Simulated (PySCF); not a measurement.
PySCF input for Be(Me)(SMe) (C₂H₆BeS), SMILES [CH3][Be][S]C, r2SCAN-D4/def2-SVP. Coordinates come from a r2SCAN-D4/def2-SVP optimisation. One conformer was computed; it need not be the lowest.

```python
import numpy as np
from pyscf import gto, scf, dft, df
from pyscf.hessian import thermo

mol = gto.M(
    atom='''
    Be   -0.65550958    0.42482184    0.66785527
    C    -1.80172128    1.53685515    1.17209986
    H    -2.13592578    1.33553615    2.20698816
    H    -2.71238519    1.52607013    0.54617006
    H    -1.42280312    2.57489396    1.16626763
    S     0.65306581   -0.86092950    0.11942598
    C     0.99856435   -0.31655052   -1.60819689
    H     0.10072289   -0.37518946   -2.23861624
    H     1.75116614   -1.00880157   -2.00912019
    H     1.41115218    0.70124748   -1.63734407
    ''',
    basis='def2-SVP',
    charge=0,
    spin=0,
    max_memory=1600,
    verbose=3,
)
mf = dft.RKS(mol, xc='r2scan').density_fit(auxbasis='def2-universal-jkfit')
mf.disp = 'd4'
mf.grids.level = 4
mf.conv_tol = 1e-11
mf.max_cycle = 100
mf.kernel()

# [left out here: the lines that compute and print the analytic Hessian (its translational invariance restored by hand, since the grid's response is missing), thermochemistry and intensities]
```

Output:

```
converged SCF energy = -492.507568257573

WARN: MGGA Hessian is sensitive to dft grids. grids.level 4 may not be dense enough.


WARN: DFTD4 does not support analytical Hessian, using finite difference.


WARN: Mole.unit (angstrom) is changed to Bohr

Mode                                 0                   1                   2
Irrep
Freq [cm^-1]                      -22.6370             47.8815             94.7813
Reduced mass [au]                   1.0704              1.0343              2.9963
Force const [Dyne/A]               -0.0003              0.0014              0.0159
Char temp [K]                     -32.5696             68.8908            136.3692
Normal mode                   x     y     z       x     y     z       x     y     z
       0  Be                 0.01  0.01  0.01   -0.01 -0.01 -0.00   -0.03  0.07 -0.05
       1   C                -0.01 -0.00 -0.00    0.02  0.02  0.01   -0.04 -0.01  0.11
       2   H                -0.42 -0.34 -0.20    0.02  0.02  0.01    0.05 -0.13  0.12
       3   H                 0.22  0.35 -0.34    0.02  0.06  0.01   -0.09  0.01  0.18
       4   H                 0.14 -0.06  0.52    0.06  0.01  0.02   -0.08  0.00  0.18
       5   S                 0.02  0.02  0.01   -0.01 -0.01 -0.01   -0.03  0.05 -0.02
       6   C                -0.04 -0.03 -0.02    0.01  0.01  0.00    0.12 -0.12 -0.04
       7   H                -0.06 -0.06  0.01    0.13 -0.52 -0.13    0.16 -0.14 -0.10
       8   H                -0.05 -0.04 -0.02    0.43  0.35  0.20    0.12 -0.19  0.08
       9   H                -0.05 -0.03 -0.06   -0.51  0.21 -0.05    0.16 -0.14 -0.10
Mode                                 3                   4                   5
Irrep
Freq [cm^-1]                      217.1892            287.9803            449.3060
Reduced mass [au]                   2.8925              2.8421              5.1888
Force const [Dyne/A]                0.0804              0.1389              0.6172
Char temp [K]                     312.4870            414.3395            646.4513
Normal mode                   x     y     z       x     y     z       x     y     z
       0  Be                -0.20 -0.16 -0.09    0.03  0.09 -0.23   -0.04  0.05 -0.00
       1   C                 0.03  0.02  0.01    0.03 -0.03 -0.01   -0.13  0.13  0.05
       2   H                 0.11  0.10  0.06    0.26 -0.32  0.01   -0.10  0.10  0.06
       3   H                -0.05  0.31  0.13   -0.10  0.02  0.18   -0.16  0.14  0.09
       4   H                 0.34 -0.08 -0.00   -0.09  0.01  0.18   -0.16  0.14  0.09
       5   S                 0.03  0.03  0.01    0.00 -0.03  0.04    0.07 -0.08 -0.02
       6   C                 0.00  0.00  0.00   -0.05  0.03  0.04    0.01  0.00 -0.02
       7   H                -0.01  0.03  0.02   -0.06  0.04  0.06   -0.02  0.02  0.01
       8   H                -0.03 -0.02 -0.01   -0.05  0.07 -0.02    0.01  0.04 -0.09
       9   H                 0.03 -0.01 -0.01   -0.06  0.04  0.06   -0.02  0.02  0.01
Mode                                 6                   7                   8
Irrep
Freq [cm^-1]                      653.7810            666.1954            697.2726
Reduced mass [au]                   1.5836              1.4898              6.8593
Force const [Dyne/A]                0.3988              0.3896              1.9649
Char temp [K]                     940.6453            958.5068           1003.2200
Normal mode                   x     y     z       x     y     z       x     y     z
       0  Be                 0.01  0.07 -0.14   -0.10 -0.08 -0.05    0.00  0.00 -0.01
       1   C                -0.01 -0.05  0.11    0.09  0.08  0.04   -0.01  0.01  0.01
       2   H                -0.39  0.44  0.06   -0.15 -0.13 -0.08   -0.02  0.02  0.00
       3   H                 0.23 -0.08 -0.25    0.23 -0.46 -0.17   -0.00  0.01 -0.00
       4   H                 0.17 -0.11 -0.27   -0.47  0.26  0.07   -0.01  0.01 -0.01
       5   S                 0.00 -0.01  0.01    0.01  0.00  0.00    0.02  0.02 -0.09
       6   C                -0.00  0.01  0.00   -0.00 -0.00 -0.00   -0.05 -0.06  0.21
       7   H                -0.01  0.01  0.01    0.01  0.01 -0.01   -0.02 -0.05  0.16
       8   H                -0.01  0.03 -0.04   -0.00 -0.00 -0.00   -0.05 -0.03  0.15
       9   H                -0.01  0.01  0.01    0.00 -0.00  0.02   -0.04 -0.06  0.15
Mode                                 9                  10                  11
Irrep
Freq [cm^-1]                      956.3220            971.8778           1080.8381
Reduced mass [au]                   1.1748              1.1937              3.0762
Force const [Dyne/A]                0.6330              0.6643              2.1173
Char temp [K]                    1375.9344           1398.3158           1555.0854
Normal mode                   x     y     z       x     y     z       x     y     z
       0  Be                -0.01 -0.00 -0.00   -0.02  0.01  0.01    0.19 -0.18 -0.08
       1   C                 0.00  0.00  0.00    0.01 -0.00 -0.01   -0.03  0.03  0.01
       2   H                -0.00 -0.00 -0.00    0.02 -0.02 -0.00   -0.18  0.21  0.01
       3   H                 0.00 -0.01 -0.00    0.00 -0.01 -0.00   -0.14  0.20  0.15
       4   H                -0.01  0.01  0.00    0.01 -0.01  0.00   -0.24  0.12  0.10
       5   S                -0.01 -0.01 -0.01   -0.01  0.02 -0.00   -0.02  0.02  0.01
       6   C                 0.08  0.06  0.04    0.07 -0.08 -0.01    0.01 -0.00 -0.01
       7   H                -0.21 -0.30  0.50   -0.19  0.13  0.36   -0.03  0.00  0.04
       8   H                -0.19 -0.16 -0.09    0.07  0.26 -0.62    0.00 -0.00 -0.00
       9   H                -0.03  0.10 -0.61   -0.27  0.06  0.32   -0.02  0.01  0.04
Mode                                12                  13                  14
Irrep
Freq [cm^-1]                     1229.9431           1330.1420           1414.9932
Reduced mass [au]                   1.5657              1.1412              1.0499
Force const [Dyne/A]                1.3955              1.1896              1.2385
Char temp [K]                    1769.6144           1913.7782           2035.8602
Normal mode                   x     y     z       x     y     z       x     y     z
       0  Be                 0.07 -0.07 -0.03    0.01 -0.02  0.00   -0.01 -0.01 -0.00
       1   C                -0.10  0.10  0.05   -0.01  0.01 -0.00   -0.04 -0.04 -0.02
       2   H                 0.27 -0.36  0.06    0.00 -0.00  0.00    0.52  0.41  0.25
       3   H                 0.15 -0.31 -0.28   -0.01 -0.01  0.00    0.24  0.04 -0.41
       4   H                 0.40 -0.10 -0.16    0.01  0.00  0.01   -0.17  0.03  0.43
       5   S                -0.01  0.01  0.00   -0.00  0.00  0.01    0.00  0.00  0.00
       6   C                 0.00  0.00 -0.00   -0.02 -0.03  0.09    0.00  0.00  0.00
       7   H                -0.01 -0.01  0.02    0.30  0.17 -0.41    0.01 -0.01 -0.01
       8   H                 0.00 -0.01  0.02   -0.01  0.27 -0.47   -0.02 -0.02 -0.01
       9   H                -0.00  0.00  0.02    0.04 -0.04 -0.53   -0.01  0.01  0.01
Mode                                15                  16                  17
Irrep
Freq [cm^-1]                     1416.6654           1453.5379           1458.9934
Reduced mass [au]                   1.0513              1.0508              1.0519
Force const [Dyne/A]                1.2432              1.3080              1.3193
Char temp [K]                    2038.2662           2091.3174           2099.1667
Normal mode                   x     y     z       x     y     z       x     y     z
       0  Be                -0.00 -0.01  0.01   -0.00  0.00 -0.00   -0.00 -0.00 -0.00
       1   C                -0.00 -0.03  0.05   -0.00 -0.00  0.00   -0.00 -0.00 -0.00
       2   H                 0.19 -0.29  0.05   -0.00  0.01  0.00    0.02  0.01  0.01
       3   H                 0.19  0.56 -0.24   -0.00 -0.01  0.00    0.01 -0.00 -0.01
       4   H                -0.36  0.11 -0.52    0.01 -0.00  0.00   -0.01  0.00  0.02
       5   S                -0.00  0.00 -0.00    0.00 -0.00 -0.00   -0.00 -0.00 -0.00
       6   C                 0.00 -0.00  0.00    0.04 -0.05 -0.00   -0.04 -0.04 -0.02
       7   H                 0.00  0.01 -0.01   -0.02  0.63  0.00   -0.26  0.26  0.30
       8   H                 0.00  0.00 -0.01    0.03 -0.21  0.31    0.52  0.42  0.24
       9   H                -0.01  0.00 -0.01   -0.55  0.20 -0.24    0.35 -0.18 -0.26
Mode                                18                  19                  20
Irrep
Freq [cm^-1]                     3011.1265           3053.2327           3100.9317
Reduced mass [au]                   1.0388              1.0304              1.0971
Force const [Dyne/A]                5.5496              5.6597              6.2156
Char temp [K]                    4332.3406           4392.9221           4461.5503
Normal mode                   x     y     z       x     y     z       x     y     z
       0  Be                -0.00  0.00  0.00   -0.00  0.00 -0.00    0.00  0.00 -0.00
       1   C                 0.04 -0.03 -0.02    0.00 -0.00 -0.00    0.00  0.04 -0.08
       2   H                -0.17 -0.12  0.56   -0.00 -0.00  0.00   -0.23 -0.13  0.70
       3   H                -0.45 -0.02 -0.32   -0.00 -0.00 -0.00    0.36  0.01  0.23
       4   H                 0.20  0.51 -0.01    0.00  0.00 -0.00   -0.14 -0.37 -0.01
       5   S                 0.00 -0.00 -0.00    0.00 -0.00  0.00    0.00 -0.00 -0.00
       6   C                -0.00  0.00  0.00    0.01  0.01 -0.04   -0.00  0.00  0.00
       7   H                -0.00 -0.00 -0.00    0.49  0.04  0.32   -0.00  0.00 -0.00
       8   H                 0.00 -0.00 -0.00   -0.36  0.34  0.18    0.00 -0.00 -0.00
       9   H                 0.00  0.00 -0.00   -0.22 -0.54 -0.01    0.00  0.00  0.00
Mode                                21                  22                  23
Irrep
Freq [cm^-1]                     3108.2623           3169.6308           3172.3199
Reduced mass [au]                   1.0984              1.1095              1.1067
Force const [Dyne/A]                6.2526              6.5675              6.5619
Char temp [K]                    4472.0975           4560.3930           4564.2621
Normal mode                   x     y     z       x     y     z       x     y     z
       0  Be                 0.00  0.00  0.00    0.00  0.00  0.00    0.00  0.00 -0.00
       1   C                 0.06  0.05  0.03    0.00  0.00  0.00   -0.00 -0.00  0.00
       2   H                 0.01  0.01  0.02   -0.00 -0.00 -0.00   -0.00  0.00 -0.00
       3   H                -0.54  0.01 -0.38   -0.00  0.00 -0.00    0.00 -0.00 -0.00
       4   H                -0.22 -0.64  0.01   -0.00 -0.00 -0.00    0.00 -0.00 -0.00
       5   S                -0.00 -0.00 -0.00    0.00  0.00  0.00    0.00 -0.00  0.00
       6   C                 0.00  0.00  0.00   -0.07 -0.05 -0.03   -0.06  0.07  0.01
       7   H                -0.00 -0.00 -0.00    0.56  0.03  0.37    0.29  0.03  0.20
       8   H                 0.00 -0.00 -0.00   -0.01 -0.01 -0.01    0.55 -0.51 -0.28
       9   H                -0.00 -0.00  0.00    0.24  0.62 -0.00   -0.15 -0.33  0.00
temperature 298.1500 [K]
pressure 101325.00 [Pa]
Rotational constants [GHz] 13.56159 2.64470 2.27730
Symmetry number 1
Zero-point energy (ZPE) 0.07528 [Eh]   197642.252 [J/mol]
                           tot       elec      trans        rot        vib
Entropy [J/mol/K]       329.030      0.000    161.934    107.859     59.238
Cv [J/mol/K]             80.523      0.000     12.472     12.472     55.580
Cp [J/mol/K]             88.838      0.000     20.786     12.472     55.580
Internal energy [J/mol]                      3718.434   3718.434 206446.890
Internal energy [Eh]   -492.42610  -492.50757
Enthalpy [J/mol]                             6197.391   3718.434 206446.890
Enthalpy [Eh]          -492.42516
Gibbs free energy [J/mol]                  -42083.110 -28439.661 188785.118
Gibbs free energy [Eh] -492.46252
mode   freq/cm-1   IR/(km/mol)
   1      -22.64         0.327
   2       47.88         0.023
   3       94.78         2.890
   4      217.19         6.865
   5      287.98         3.891
   6      449.31         5.950
   7      653.78        79.015
   8      666.20        63.293
   9      697.27         5.773
  10      956.32         8.263
  11      971.88         8.868
  12     1080.84       135.203
  13     1229.94       126.949
  14     1330.14        11.155
  15     1414.99         1.908
  16     1416.67         1.200
  17     1453.54         8.206
  18     1458.99         7.806
  19     3011.13         0.309
  20     3053.23        25.582
  21     3100.93         4.644
  22     3108.26         4.987
  23     3169.63         3.161
  24     3172.32         1.425
max |gradient| / (hartree/bohr): 0.00018314717760826716
APT charges: [ 0.7815 -0.4932  0.0343  0.0314  0.0313 -0.5101  0.1235 -0.0064  0.012
 -0.0063]
```

The calculation finished and met its thresholds. The end point has an imaginary mode, so it is no minimum.
